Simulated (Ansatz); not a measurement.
Ideal-gas functions of C₂H₄ClIO, SMILES `CC(O)(Cl)I` at 500 K and 1 bar, from an Ansatz frequency run at PBE0-D4/def2-TZVP.

Molar mass 206.41 g/mol, point group C1 (symmetry number 1), electronic degeneracy 1, moments of inertia 143.42, 411.98, 457.762 u Å². Harmonic wavenumbers (cm⁻¹, unscaled): 185, 235, 257, 285, 353, 391, 463, 535, 654, 968, 1054, 1079, 1223, 1358, 1413, 1468, 1469, 3068, 3150, 3186, 3822.

Use S(trans) = R[1.5 ln M + 2.5 ln T − 1.1517]; rotational temperatures θ = 24.2544 K / I; S(rot) = R[ln(√π/σ · √(T³/θAθBθC)) + 1.5]; for each mode x = 1.438777 ν̃/T, S = R[x/(eˣ − 1) − ln(1 − e⁻ˣ)] and H = RT x/(eˣ − 1); 1 cm⁻¹ = 0.0119627 kJ/mol; R = 8.31446 J/(mol·K).

Question: By hand: the entropy, in J/(mol·K).

Answer: Translation 186.1. Rotation: θ = 0.1691, 0.0589, 0.053 K, giving 126.1. Vibration, mode by mode: 13.65, 11.72, 11.01, 10.19, 8.53, 7.76, 6.52, 5.50, 4.18, 2.05, 1.69, 1.59, 1.14, 0.83, 0.73, 0.64, 0.64, 0.01, 0.01, 0.01, 0.00, in all 88.4. Electronic 0.0. Sum 400.6 J/(mol·K).

Question: By hand: H − E and G − E in kJ/mol, counted from the electronic energy.

Answer: Zero-point energy ½ × 26616 × 0.0119627 = 159.2; thermal vibration 24.9; translation, rotation and pV give 4 RT = 16.6. H − E = 200.7 kJ/mol, and G − E = 200.7 − 500 × 400.6/1000 = 0.4 kJ/mol.

Vibration gives 22 % of the entropy. The sum counts one conformer and one mirror image; others add a mixing term.
